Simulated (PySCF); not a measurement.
Compound: C7H11 (doublet state).
Numbering: `[CH3:1][C@@:2]1([CH:3]2[CH2:4][CH2:5]2)[CH:6][CH2:7]1` (hydrogens: H8, H9, H10 on C1; H11 on C3; H12, H13 on C4; H14, H15 on C5; H16 on C6; H17, H18 on C7)

Structure used (GFN2-xTB), in Å, numbered top down from 1:
```xyz
18
C7H11 angstrom
C     -1.626    0.885   -0.607
C     -0.621   -0.058    0.031
C      0.712   -0.052   -0.663
C      1.944   -0.507    0.057
C      1.754    0.946   -0.249
C     -0.688   -0.305    1.472
C     -1.103   -1.397    0.592
H     -2.582    0.831   -0.093
H     -1.777    0.617   -1.652
H     -1.264    1.911   -0.567
H      0.648   -0.281   -1.722
H      1.835   -0.818    1.086
H      2.689   -1.061   -0.494
H      1.519    1.602    0.576
H      2.367    1.404   -1.011
H     -1.230    0.201    2.244
H     -2.151   -1.675    0.538
H     -0.435   -2.237    0.450
```

The hyperfine couplings belong to this conformer and change with its torsions.

Computed, not measured: UKS B3LYP, pcH-1 on C H, non-relativistic, mean-field spin-orbit, GIAO in PySCF 2.14.0. One conformer (not necessarily the lowest) at the GFN2-xTB geometry, without solvent, vibrations or thermal averaging. The geometry wasn't refined by DFT: couplings that depend on bond lengths, twists or pyramidal angles can differ widely from those at the functional's own minimum. Stability of the SCF solution: not tested.

(1) Break the g tensor into its mass correction, gauge correction and orbital-Zeeman/spin–orbit terms.

(2) What effective moment and Curie constant follow for a powder?

(3) Average each term over the three axes. Which is largest in size?

(4) What are the electron Larmor frequencies g μB B/h along the three axes at 1200 mT?

(5) In a frozen sample, at which fields do the three g values resonate at 9.5, 34, 94 and 263 GHz (hyperfine left aside), and which band first spreads them over more than twice a line width of 0.3 mT?

Answers

(1) 
```json
{"Δg (ppm)": "relativistic mass correction", "1": "-146", "2": "-146", "3": "-146"}
{"Δg (ppm)": "gauge correction", "1": "26", "2": "6", "3": "17"}
{"Δg (ppm)": "orbital Zeeman/spin–orbit", "1": "17", "2": "708", "3": "921"}
{"Δg (ppm)": "total", "1": "-104", "2": "567", "3": "792"}
```

So g = 2.00222, 2.00289, 2.00311 and g_iso = 2.00274; the tensor is rhombic: the two nearest values differ by 25 % of g3 − g1. Axes: g3 points within 15° of the C6–H16 bond.

(2) With the mean of g² = 4.0110 and S(S+1) = 0.75: μ_eff = √(⟨g²⟩S(S+1)) = 1.734 μB and χT = 0.12505·⟨g²⟩·S(S+1) = 0.376 cm³ K/mol (cgs; spin-Hamiltonian part alone).

(3) The orbital-Zeeman/spin–orbit term 549, the mass correction -146 and the gauge correction 16 ppm, for a total of 418 ppm. The orbital-Zeeman/spin–orbit term is the largest in size. The mass correction is the same along every axis, so the anisotropy comes from the other two: their spans along these axes are 20 (gauge) and 905 ppm (orbital Zeeman/spin–orbit).

(4) 33.6282, 33.6395, 33.6432 GHz for g1, g2 and g3, a range of 15.1 MHz.

(5) 
| band | GHz | B(g3) mT | B(g2) mT | B(g1) mT | spread mT |
| --- | --- | --- | --- | --- | --- |
| X | 9.5 | 338.85 | 338.89 | 339.00 | 0.15 |
| Q | 34.0 | 1212.72 | 1212.86 | 1213.27 | 0.54 |
| W | 94.0 | 3352.83 | 3353.20 | 3354.33 | 1.50 |
| J | 263.0 | 9380.78 | 9381.84 | 9384.98 | 4.20 |

The spread grows in proportion to the frequency. W band is the first where it exceeds 0.6 mT.

The largest Mulliken spin population is on C6 (+0.96). The angles at C6 add up to 323.9°, so it is pyramidal.

The HOMO–LUMO gaps are 7.31 eV among the α and 5.26 eV among the β orbitals.
